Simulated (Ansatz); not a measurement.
Reaction (SMILES): NB (BH2-NH2) → B[NH-] + H+
B3LYP-D3(BJ)/def2-TZVP geometries, fixed; electronic energies without zero-point terms.

Basis-set convergence of the deprotonation energy at PBE0 with Ansatz (an electronic-structure program). All functions are spherical. The program fits the integrals of some runs and decomposes those of others, by size. The proton leaves the site shown, which need not be the most acidic. No added dispersion term, no relativity. Functions are those of the species that has most. Reference: the value in aug-pcseg-3, 389.58 kcal/mol, itself unsure by roughly 0.09 kcal/mol (its mean distance from aug-cc-pVQZ, def2-QZVPPD). Deviations are taken from unrounded values.

| basis | functions | deprotonation energy (kcal/mol) | minus reference (kcal/mol) |
|---|---|---|---|
| STO-3G | 14 | 477.83 | 88.26 |
| 6-31G | 26 | 404.63 | 15.05 |
| def2-SV(P) | 36 | 392.89 | 3.31 |
| def2-SVP | 48 | 396.94 | 7.37 |
| pcseg-1 | 48 | 391.87 | 2.29 |
| 6-311G** | 60 | 395.31 | 5.73 |
| 6-311+G** | 68 | 389.30 | -0.28 |
| aug-pcseg-1 | 82 | 386.79 | -2.79 |
| def2-TZVPD | 110 | 389.49 | -0.09 |
| jun-cc-pV(T+d)Z | 134 | 389.42 | -0.16 |
| def2-TZVPPD | 142 | 389.90 | 0.32 |
| 6-311++G(3df,3pd) | 150 | 389.31 | -0.27 |
| aug-cc-pVTZ | 184 | 389.36 | -0.22 |
| def2-QZVPP | 234 | 390.36 | 0.79 |
| def2-QZVPPD | 258 | 389.70 | 0.12 |
| aug-cc-pVQZ | 344 | 389.52 | -0.05 |
| aug-pcseg-3 | 366 | 389.58 | 0.00 |
| cc-pV5Z | 402 | 390.17 | 0.59 |
